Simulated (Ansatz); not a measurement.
Species: C$_{4}$H$_{9}$F (charge 0, singlet). 
Coordinates optimised at B3LYP-D3(BJ)/def2-TZVP (Ansatz, a quantum-chemistry and plane-wave program):
```xyz
14

C      2.3825    -0.0633     0.1131
C      0.9360    -0.5022    -0.0928
C     -0.0194     0.6772    -0.2610
C     -1.4626     0.2688    -0.4475
F     -1.9331    -0.3902     0.6964
H      2.7424     0.5242    -0.7353
H      2.4809     0.5554     1.0083
H      3.0459    -0.9220     0.2286
H      0.6081    -1.1071     0.7555
H      0.8683    -1.1463    -0.9758
H      0.0489     1.3417     0.6059
H      0.2721     1.2722    -1.1342
H     -2.1090     1.1347    -0.6063
H     -1.5790    -0.4245    -1.2850
```
Charge 0, spin multiplicity 1.

Basis-set convergence of Hartree-Fock and CCSD correlation energies (hartree) with Ansatz. Correlated levels leave the core frozen unless marked. Spin-orbit coupling is left out. Non-relativistic.

```
basis    functions       E(HF)  E(corr, CCSD)
-------  ---------  ----------  -------------
cc-pVDZ        115  -256.16512       -0.82239
cc-pVTZ        276  -256.24483       -1.00266
cc-pVQZ        545  -256.26325       -1.05996
```

Extrapolating the two largest sets (X = 3 and 4) as X^-3: E(corr) = (64·(-1.05996) - 27·(-1.00266))/37 = -1.1018 Eh, an estimate of the basis-set limit. The largest set recovers 96.2 % of it, the smallest 74.6 %.
